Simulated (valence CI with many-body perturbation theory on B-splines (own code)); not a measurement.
**Pb LXIX: E2, M1 decay**

Method: valence CI with perturbative core correlation (CI+MBPT): four valence electrons over a frozen Dirac-Fock core [Ne], radial functions for each j: 11 s, 11 p, 10 d, 8 f, 5 g, 2 h, with the one-electron correlation potential Σ1, the two-electron term Σ2, the three-electron term Σ3, Breit, model QED; selected CI, second order for the rest, scaled by the run's own slope (own B-spline code, finite nucleus).

The last digits are not significant, and no measured levels were compared; by estimate large intervals hold to a few tenths of a per cent, small ones and those within an open d or f shell to about a per cent. Among the levels kept, up to 570 cm⁻¹ of a level comes from second order outside the variational space, and about a tenth of that is noise between levels of different J, which matters for small intervals.

Lines 1 to 10 of 10 in falling wavelength, among levels below 2543.2 eV, chosen from the decays that carry over 1 % of a level's rate. Wavelengths and rates use the calculated energies. Electric multipoles are in the length gauge, E1 and E2 with the static RPA response of the core. S is in atomic units (e²a₀⁴ for E2 and M2, e²a₀⁶ for E3), for M1 in squared Bohr magnetons. Weak lines are less certain than strong ones. Lines between different terms over intervals too small for the method are left out, as are lines whose strength nearly cancels.

Levels are named by their leading jj configuration (3d3/2^4 stands for four electrons in 3d with j = 3/2), which in mixed levels can hold well under half, so a name can repeat and another be missing. Letters in brackets count levels of one name in rising energy.

| λ vac (Å) | Upper | Lower | Type | A (s⁻¹) | S (a.u.) |
| --- | --- | --- | --- | --- | --- |
| 23.25 | (3s 3p1/2 3p3/2 3d5/2) J=4 [a] | (3s 3p1/2^2 3d5/2) J=3 | M1 | 9.23e+08 | 3.87e+00 |
| 21.85 | (3s^2 3p3/2 3d5/2) J=4 | (3s^2 3p1/2 3d5/2) J=3 | M1 | 9.14e+08 | 3.18e+00 |
| 21.78 | (3s^2 3p3/2 3d5/2) J=4 | (3s^2 3p1/2 3d5/2) J=2 | E2 | 2.19e+07 | 8.61e-04 |
| 21.49 | (3s^2 3p1/2 3p3/2) J=1 | (3s^2 3p1/2^2) J=0 | M1 | 1.18e+09 | 1.31e+00 |
| 21.19 | (3s^2 3p3/2^2) J=2 | (3s^2 3p1/2 3p3/2) J=2 | M1 | 9.19e+08 | 1.62e+00 |
| 21.19 | (3s^2 3p3/2^2) J=2 | (3s^2 3p1/2 3p3/2) J=2 | E2 | 5.82e+07 | 1.11e-03 |
| 21.11 | (3s^2 3p1/2 3p3/2) J=2 | (3s^2 3p1/2^2) J=0 | E2 | 3.29e+07 | 6.17e-04 |
| 20.82 | (3s^2 3p3/2^2) J=2 | (3s^2 3p1/2 3p3/2) J=1 | M1 | 9.30e+08 | 1.55e+00 |
| 20.38 | (3s^2 3p3/2^2) J=0 | (3s^2 3p1/2 3p3/2) J=2 | E2 | 9.84e+07 | 3.09e-04 |
| 20.04 | (3s^2 3p3/2^2) J=0 | (3s^2 3p1/2 3p3/2) J=1 | M1 | 2.03e+09 | 6.05e-01 |
